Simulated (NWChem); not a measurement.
System: C$_{2}$H$_{6}$Cl$_{2}$GaN; SMILES [Cl][Ga]([Cl])[N](C)C

```xyz
12

Ga     0.0450    -0.2426     0.0000
Cl     0.0869    -1.3203    -1.8451
Cl     0.0869    -1.3203     1.8451
N     -0.0243     1.5574     0.0000
C     -0.0544     2.3320    -1.2161
C     -0.0544     2.3320     1.2161
H      0.8112     3.0194    -1.2818
H     -0.9704     2.9504    -1.2818
H     -0.0289     1.6759    -2.0987
H     -0.9704     2.9504     1.2818
H      0.8112     3.0194     1.2818
H     -0.0289     1.6759     2.0987
```
Atoms are numbered in this order, from 1.

Results from NWChem. Geometry: optimised at PBE0/def2-SVP. Vzz is the largest principal value of the second derivative of the potential at the nucleus (NWChem prints the opposite sign); η is the asymmetry. Non-relativistic.

Problem. What does the run give for PBE/def2-SVP? Quantities: Vzz Ga1 (a.u.); η Ga1; Vzz Cl3 (a.u.); η Cl3; Vzz N4 (a.u.); η N4.

Solution. The vzz Ga1 (a.u.) is 0.958. The η Ga1 comes out as 0.69. The vzz Cl3 (a.u.) comes out as 1.967. The η Cl3 is 0.13, the vzz N4 (a.u.) is -0.911 and the η N4 comes out as 0.28.
